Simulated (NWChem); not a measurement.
C$_{3}$H$_{4}$F$_{2}$Si; SMILES C(C)#C[SiH](F)F

Computed with NWChem. Medium grid unless said otherwise, to which SCAN and Minnesota functionals are sensitive. Coordinates come from a PBE-D3(BJ)/def2-SVP optimisation. Hybrids' shares of exact exchange are those that their runs print; pure functionals count as 0. The functionals differ in more than this share.

```csv
row,share of exact exchange,highest occupied level (eV)
PBE/def2-SVP,0.00,-6.98
TPSSh/def2-SVP,0.10,withheld
B3LYP/def2-SVP,0.20,-7.96
M06/def2-SVP,0.27,-8.34
BHandHLYP/def2-SVP,0.50,-9.34
```

**Question.** Fit a straight line of the last column on the one before it, predict the withheld value, and compare with the run.

**Answer.** 
1. Means of the 4 shown rows: x = 0.242, y = -8.155. Slope Σ(x − x̄)(y − ȳ)/Σ(x − x̄)² = -0.6034/0.1277 = -4.726; intercept -7.009.
2. The shown rows scatter about the line by 0.035 (root mean square); the largest residual is -0.05, at M06/def2-SVP.
3. At x = 0.10 (TPSSh/def2-SVP; inside the shown range) the line gives -7.48.
4. The run gives -7.55, -0.07 from the line, 2.0 times the scatter.
